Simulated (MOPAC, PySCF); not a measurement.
H5ClGeSi, SMILES `[GeH3][SiH2]Cl`, neutral singlet in the gas phase. 

Cartesian coordinates (Å):
SMILES: [SiH2](Cl)[GeH3]
```xyz
8

Cl     2.0924     1.5038    -0.5370
Si     1.1433    -0.2161     0.0910
Ge    -1.2113     0.0855    -0.0429
H      1.5756    -0.4874     1.4844
H      1.5967    -1.3277    -0.7812
H     -1.6693     1.1444     0.9712
H     -1.9219    -1.2421     0.2706
H     -1.6054     0.5397    -1.4562
```
Charge 0, multiplicity 1.

All levels are single points at this geometry (PBE0-D4/def2-TZVP); Pople sets use spherical d functions. Orbital energies aren't observables, and empty levels follow the basis.

PM7 in MOPAC gives gap (eV) = 9.25.

Task: Estimate the gap (eV) from each of these levels: PBE0-D4/def2-TZVP in PySCF; B3LYP/6-31G* in PySCF; B3LYP/LANL2DZ in PySCF; BP86/6-31G* in PySCF; M06-2X/6-31G* in PySCF; HF/3-21G in PySCF; AM1 in MOPAC; PM3 in MOPAC.

Result: 
| level | gap (eV) |
|---|---|
| PBE0-D4/def2-TZVP in PySCF | 7.71 |
| B3LYP/6-31G* in PySCF | 7.37 |
| B3LYP/LANL2DZ in PySCF | 7.43 |
| BP86/6-31G* in PySCF | 5.79 |
| M06-2X/6-31G* in PySCF | 9.58 |
| HF/3-21G in PySCF | 13.57 |
| AM1 in MOPAC | 9.11 |
| PM3 in MOPAC | 7.87 |
